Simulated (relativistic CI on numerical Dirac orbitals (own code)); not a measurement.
# Cr IV: what numerical and physical settings do to a radial Dirac CI calculation

Reference input:

```
atom Cr  Z=24  charge=3  electrons=21
nucleus A=52  rms_radius_fm=3.6452
hamiltonian dirac-coulomb  breit=on  qed=on  c_scale=1
orbitals kli  potential=per-configuration
slater_scale 1
correlation none
mixing on
grid step=0.0125 r_max=37.3
scf mixing=0.4 start=green max_iterations=150 tolerance=2e-08 node_fill=0.05
configurations
  [Ar] 3d3
  [Ar] 3d2 4s
end
```

Computed lowest total energy -1047.33827 Ha, first excitation 222.8 cm⁻¹, 22 SCF steps. Runs with settings changed; * marks those that are bad on purpose:

| Changed | Outcome | Lowest level | ΔE (Ha) | First excitation (cm⁻¹) | SCF steps | Message |
| --- | --- | --- | --- | --- | --- | --- |
| node fill of the KLI weights 0 | converged | 3d³ ⁴F3/2 | 0.000668 | 219.7 | 22 |  |
| grid step 0.04 | converged | 3d³ ⁴F3/2 | 0.0002 | 222.8 | 22 |  |
| QED terms off | converged | 3d³ ⁴F3/2 | -0.237 | 221.6 | 22 |  |
| grid step 0.03 | converged | 3d³ ⁴F3/2 | 0.000128 | 222.8 | 22 |  |
| grid step 0.15 * | converged | 3d³ ⁴F3/2 | 0.000692 | 221.0 | 21 | orbitals of one symmetry overlap by 3.6e-05 |
| iteration limit 1 * | not converged |  |  |  | 1 | SCF of 1s2 2s2 2p6 3s2 3p6 3d3 did not converge |

With so few configurations and no correlation, terms lie too far apart (by 10 to 50 % near neutrality), their order can be wrong, and levels of other configurations are missing.
